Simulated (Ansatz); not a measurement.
Two members of one family (Series GeH3X), computed with Ansatz in the gas phase; def2 core potentials for I, no spin–orbit coupling. The two geometries come from different levels. Binding counts from free atoms in the multiplicity of their measured ground term, without zero-point energy. A dash marks a value that wasn't run or was left out as unsound. The structures are stationary points that may keep the symmetry of their start. Remarks come from the PBE and PBE0 runs and from stability tests at other levels; not every state was tested. HOMO above LUMO (over both spins in singlets and doublets, within one spin in higher multiplets; at PBE or PBE0), or a gap under 0.15 eV within one spin, warns that the state may not be the lowest or that an electron is smeared out.

First: GeIH3 (singlet, charge 0, PBE0-D4/def2-TZVP geometry).

```xyz
5

Ge    0.118   -0.133   -0.140
I    -1.191    1.347    1.416
H     0.907    0.776   -1.087
H    -0.887   -0.999   -0.907
H     1.053   -0.992    0.718
```

```
              level  HOMO (eV)  LUMO (eV)  gap (eV)  vertical IE (eV)  vertical triplet (eV)  binding per atom (eV)
    PBE-D4/def2-SVP      -6.33      -1.77      4.56                 –                      –                   2.40
r2SCAN-D4/def2-TZVP      -6.75      -1.65      5.10              9.76                   4.77                   2.45
   PBE0-D4/def2-SVP      -7.51      -0.94      6.57                 –                      –                   2.40
  PBE0-D4/def2-TZVP      -7.59      -1.06      6.52              9.79                   4.85                   2.41
  ωB97M-V/def2-TZVP      -9.71       0.76     10.46                 –                      –                   2.41
```

Remarks: gap within one spin near zero at PBE or PBE0 (+1 doublet), gap within one spin near zero at PBE or PBE0 (triplet).

Second: GeClH3 (singlet, charge 0, PBE-D4/def2-TZVP geometry).

```csv
atom,x (Å),y (Å),z (Å)
Ge1,-0.102,0.103,0.071
Cl2,1.273,-1.281,-0.886
H3,-1.026,0.661,-1.032
H4,0.749,1.215,0.719
H5,-0.893,-0.699,1.126
```

Q: Estimate the same table for the second.

A: 
| level | HOMO (eV) | LUMO (eV) | gap (eV) | vertical IE (eV) | vertical triplet (eV) | binding per atom (eV) |
| --- | --- | --- | --- | --- | --- | --- |
| PBE-D4/def2-SVP | -7.15 | -1.05 | 6.10 | – | – | 2.61 |
| r2SCAN-D4/def2-TZVP | -7.74 | -0.99 | 6.76 | 11.07 | 6.31 | 2.66 |
| PBE0-D4/def2-SVP | -8.59 | -0.15 | 8.44 | – | – | 2.60 |
| PBE0-D4/def2-TZVP | -8.77 | -0.39 | 8.38 | 11.19 | 6.44 | 2.61 |
| ωB97M-V/def2-TZVP | -11.02 | 1.53 | 12.55 | – | – | 2.64 |

Remarks: gap within one spin near zero at PBE or PBE0 (+1 doublet), HOMO above LUMO (+1 doublet), gap within one spin near zero at PBE or PBE0 (triplet), HOMO above LUMO (triplet).
